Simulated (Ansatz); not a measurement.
One change: `C[Si@@H](O)[Si@H](O)Cl` becomes `C[Si@H](O)[Si@H](O)F`.

Ansatz, PBE0-D4/def2-TZVP geometries, multiplicity 1. Each molecule was computed in one conformer, which needn't be the lowest.

```tsv
property	`C[Si@@H](O)[Si@H](O)Cl`
size of the dipole moment (PBE/def2-TZVPP) / D	2.87
LUMO energy (PBE/def2-TZVPP) / eV	-1.18
HOMO–LUMO gap (ωB97M-V/def2-TZVPP) / eV	11.01
HOMO energy (PBE0/def2-TZVPP) / eV	-7.64
HOMO–LUMO gap (PBE/def2-TZVPP) / eV	5.24
LUMO energy (PBE0/def2-TZVPP) / eV	-0.35
```

Task: What does the change do to each property? (Estimate.)

Result: Computed: 
```json
{"property": "size of the dipole moment (PBE/def2-TZVPP) / D", "`C[Si@H](O)[Si@H](O)F`": "1.45", "shift": "-1.42"}
{"property": "LUMO energy (PBE/def2-TZVPP) / eV", "`C[Si@H](O)[Si@H](O)F`": "-1.30", "shift": "-0.12"}
{"property": "HOMO–LUMO gap (ωB97M-V/def2-TZVPP) / eV", "`C[Si@H](O)[Si@H](O)F`": "11.03", "shift": "0.02"}
{"property": "HOMO energy (PBE0/def2-TZVPP) / eV", "`C[Si@H](O)[Si@H](O)F`": "-7.71", "shift": "-0.07"}
{"property": "HOMO–LUMO gap (PBE/def2-TZVPP) / eV", "`C[Si@H](O)[Si@H](O)F`": "5.13", "shift": "-0.11"}
{"property": "LUMO energy (PBE0/def2-TZVPP) / eV", "`C[Si@H](O)[Si@H](O)F`": "-0.45", "shift": "-0.10"}
```

Dipoles are sizes alone; their direction can turn.
